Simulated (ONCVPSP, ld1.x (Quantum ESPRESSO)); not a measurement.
Potentials for germanium compared

Generated with ld1.x 7.5 (TM, RRKJ, ultrasoft, PAW), atompaw 4.2 or ONCVPSP 4.0.1. The cutoff is in Ry: for ld1.x and atompaw files where the sum of valence levels is converged to 10 mRy in a Bessel basis, for ONCV files where the hardest occupied wave has 1 mHa per electron of residual kinetic energy. The error is the largest all-electron minus pseudo excitation energy over each file’s own four to seven test configurations (ionisations up to +4, promotions, holes and added fractions of an electron), all of which were solved. The labels leave out finer settings (local radius, basis sizes, second energies), which also bear on the numbers. Spin-polarised tests are not counted. The rows are a selection from randomly drawn settings: files with unsolved tests, undetermined cutoffs or missed reference levels are left out.

A true bound ghost makes a file unfit for plane-wave use even where its test errors are small: the radial tests pick states by their node count and pass the ghost by.

```csv
potential,cutoff (Ry),largest error (meV),bound ghosts
"TM semilocal, PBE, scalar-relativistic, rc 1.50/1.90/1.75 (spd), local p, core correction no, reference 4s2 4p1.75",30,+93,none
"ONCV, PBE, scalar-relativistic, rc 1.70/2.25/0.60 (spd), local d, core correction yes, reference 3d10 4s2 4p1, qcut 4.9/3.9/14.3, projectors 2/2/0",1721,-45,"s, p"
"ONCV, PW91, scalar-relativistic, rc 1.60/1.30/1.15/1.35 (spdf), local smoothed, core correction yes, reference 3d10 4s2, qcut 4/5.4/16.2/8.3, projectors 2/2/1/2",186,-452,p
"ONCV, PBE, fully relativistic, rc 1.35/2.25/0.95 (spd), local smoothed, core correction yes, reference 3d10 4s2 4p1, qcut 4.5/3.9/16.3, projectors 1/1/3",218,+14,s
```

Q: Fill in the row for Ge: ONCV, LDA (Perdew-Wang 92), scalar-relativistic, rc 1.50/2.20 (sp), local smoothed, core correction yes, reference 4s2 4p2, qcut 3.6/3.5, projectors 2/2.

A: cutoff 29 Ry, largest error -100 meV, bound ghosts: s.
